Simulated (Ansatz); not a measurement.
These are frozen-core CCSD(T)/def2-TZVPP // r2SCAN-D4/def2-TZVP (Ansatz, a program for electronic structure) values and carry that method's errors.

Ansatz 0.2 input:
```yaml
crystal:
  periodic: [false, false, false]
  atoms:
    - { symbol: F, position_ang: [2.063041, -1.166331, -0.349124] }
    - { symbol: Si, position_ang: [1.10747, 0.095572, -0.164549] }
    - { symbol: F, position_ang: [1.998895, 1.184473, 0.583825] }
    - { symbol: Al, position_ang: [-1.268553, -0.066859, 0.080302] }
    - { symbol: H, position_ang: [-1.914701, -1.33772, -0.599444] }
    - { symbol: H, position_ang: [-1.986152, 1.290864, 0.44899] }
basis:
  gaussian: { orbitals: def2-TZVPP }
correlation:
  method: ccsd_t
magnetization:
  spin_polarized: true
  initial_magnetization: 1
```

Output:

```
Functional definition: HF
1070 factors; integrals over basis functions are off by at most 1.1e-3 eV
mean field evaluation 1: about -19890.8391 eV, gradient 2.6e1 eV
mean field evaluation 2: about -19890.8448 eV, gradient 2.6e1 eV
mean field evaluation 4: about -19893.6497 eV, gradient 2.2e0 eV
mean field evaluation 8: about -19893.7562 eV, gradient 2.2e-1 eV
mean field evaluation 16: about -19892.8206 eV, gradient 1.7e1 eV
mean field evaluation 32: about -19890.6870 eV, gradient 6.3e-2 eV
mean field evaluation 64: about -19890.6873 eV, gradient 5.3e-4 eV
mean field evaluation 96: about -19890.6817 eV, gradient 1.1e-1 eV
mean field -19893.75949263 eV, -731.0821768795 hartree, gradient 2.1e-6 eV, S^2 0.784497; 1 other end points of the search recorded, 0 dependent functions left out
determinant -19893.75949263 eV, -731.0821768795 hartree, with singles and doubles -19912.78278238 eV, -731.7812698834 hartree
determinant -19890.68733820 eV, -730.9692772866 hartree, with singles and doubles -19910.06674749 eV, -731.6814574425 hartree
12 core orbitals not correlated
reference -19893.75949263 eV, -731.0821768795 hartree; 12, 11 occupied and 150, 151 virtual orbitals, 1070 factors
second order -18.22424551 eV of doubles, -0.00000000 eV of singles
cycle   1  -18.92480615 eV  change    -2.0e0 eV  update   2.7e-2
cycle   2  -18.96164448 eV  change   -3.7e-2 eV  update   6.8e-3
cycle   3  -18.96314355 eV  change   -1.5e-3 eV  update   3.5e-3
cycle   4  -18.96492122 eV  change   -1.8e-3 eV  update   1.8e-3
cycle   5  -18.96595253 eV  change   -1.0e-3 eV  update   1.0e-3
cycle   6  -18.96659547 eV  change   -6.4e-4 eV  update   5.5e-4
cycle   7  -18.96674886 eV  change   -1.5e-4 eV  update   2.5e-4
cycle   8  -18.96670085 eV  change    4.8e-5 eV  update   1.1e-4
cycle   9  -18.96666050 eV  change    4.0e-5 eV  update   5.4e-5
cycle  10  -18.96664460 eV  change    1.6e-5 eV  update   2.6e-5
perturbative correction -0.57340097 eV, -0.0210720969 hartree
Total energy: -19913.29953819 eV, -731.8002603094 hartree
```

Cost: about 5 core-minutes (a rough figure).
